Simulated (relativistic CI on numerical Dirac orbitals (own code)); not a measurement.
# One change at a time: Nd19+

Base calculation: Dirac-Coulomb-Breit CI, separate exchange-only KLI orbitals for each configuration, model QED, unscaled Slater integrals.

Configurations in the expansion (outside the closed core [Ar] 3d10): 4s²4p⁶4d⁵, 4s²4p⁵4d⁶, 4s²4p⁶4d⁴4f, 4s4p⁶4d⁵4f, 4p⁶4d⁷, 4p⁵4d⁸, 4s²4p⁶4d³5s², 4s²4p⁶4d²4f5s², 4s4p⁶4d³4f5s². Double excitations out of closed p, d and f shells are left out; levels of such configurations are missing from the list, as are those of other unlisted configurations, and high levels can miss mixing partners.

The lowest level and the first level of each name with at least 55 % of one term (blank where a level has no safe partner in the second run):

```tsv
Level	Base (cm⁻¹)	Shift (cm⁻¹)
4s²4p⁶4d⁵ ⁶S5/2	0	0
4s²4p⁶4d⁵ ⁴G7/2	62326	-5603
4s²4p⁶4d⁵ ⁴G11/2	65779	-5672
4s²4p⁶4d⁵ ⁴G9/2	70540	-5511
4s²4p⁶4d⁵ ⁴P1/2	76363	-5967
4s²4p⁶4d⁵ ²I11/2	99691	-6424
4s²4p⁶4d⁵ ⁴D1/2	103753	-5818
4s²4p⁶4d⁵ ²I13/2	110406	-6995
4s²4p⁶4d⁵ ²G7/2	134475	-9242
4s²4p⁶4d⁵ ²D3/2	143662	
4s²4p⁶4d⁵ ²S1/2	153845	-11347
4s²4p⁶4d⁵ ²H11/2	159223	-8098
4s²4p⁶4d⁵ ²P3/2	212046	-17601
4s²4p⁶4d⁵ ²P1/2	229976	-16663
4s²4p⁵4d⁶ ⁶F°11/2	850993	+8954
4s²4p⁵4d⁶ ⁴H°13/2	910428	+5279
4s²4p⁵4d⁶ ⁴I°15/2	936933	+2656
```

At this charge energies of transitions that change n are usually good to better than 1 %, and those within a shell (Δn = 0) to a few per cent. Terms inside the open d or f shell come out 10 to 20 % too wide with unscaled integrals.

(1) One thing was changed in a second run, which moved the levels as shown. Which?
A. Breit term removed
B. valence Slater integrals scaled by 0.9
C. QED terms removed
D. configuration mixing switched off

Answers

(1) B. Valence Slater integrals scaled by 0.9. Scaling acts on the splittings between terms and on the mixing, and leaves the fine structure of pure LS terms nearly alone; in jj coupling it moves the levels of one term differently.

LS names give the leading component of a level, which can be under half, so a name can repeat, a term be missing and a line seem to break the LS rules.
